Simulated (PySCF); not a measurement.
# Computed properties of CH₈N₂Si₂, SMILES [Si@@H]1(NC[SiH2]1)N

CH8N2Si2, SMILES N[Si@H]1NC[SiH2]1. Geometry optimised at PBE0-D3(BJ)/def2-SVP. The structure was generated by enumeration; whether it is a known compound was not checked. One conformer was computed; it need not be the lowest. All values are computed for the isolated molecule unless a solvent is named; none is compared with measurement here.

**Structure.** All 33 harmonic modes at PBE0-D3(BJ)/def2-SVP (PySCF) are real, so it is a minimum. With heavy atoms numbered as in [NH2:1][Si@H:2]1[NH:3][CH2:4][SiH2:5]1, the shortest bond between them is N3–C4 at 1.462 Å and the longest Si2–Si5 at 2.349 Å.

**Vibrations.** The strongest infrared lines (harmonic, unscaled, degenerate partners summed) lie at 2183 cm⁻¹ (202 km/mol, H 97 %), 955 cm⁻¹ (176 km/mol, H 68 %, Si 21 %, N 11 %), 2216 cm⁻¹ (137 km/mol, H 96 %). The softest mode is at 100 cm⁻¹ and the zero-point energy is 60.3 kcal/mol.

**Electronic structure.** M06-2X/def2-TZVP (PySCF) places the frontier levels at -7.74 and 0.98 eV, a gap of 8.72 eV, and gives a dipole moment of 1.09 D and a mean polarisability of 79.7 bohr³. PBE/def2-TZVP (PySCF) at the same geometry gives -5.32 and -0.53 eV, so its gap is 3.93 eV narrower. An orbital gap is neither the optical nor the fundamental gap.

**Excitations.** TDDFT-CAM-B3LYP/def2-SVPD (PySCF) has S1 at 5.89 eV (210 nm, f = 0.013, weak); the most intense of the 10 singlets computed lies at 6.98 eV (f = 0.19). T1 (TDA) is at 5.31 eV. TDDFT-PBE/def2-SVPD (PySCF) puts S1 at 4.90 eV. No vertical singlet excitation falls in the visible range (under 3.1 eV).

**NMR.** GIAO shifts at KT2/pcSseg-1 (PySCF) (non-relativistic, atoms alike by connectivity averaged): ¹³C at 34.0 ppm against TMS; ¹H from 1.5 to 5.9 ppm against TMS; ²⁹Si from -36.9 to -15.3 ppm against TMS.

**Solvation.** SMD-PBE0/6-31G* (PySCF) gives -0.7 kcal/mol in water, -3.8 kcal/mol in acetonitrile, -3.2 kcal/mol in tetrahydrofuran (1 M in both phases, gas-phase geometry); of these solvents acetonitrile holds the molecule best.
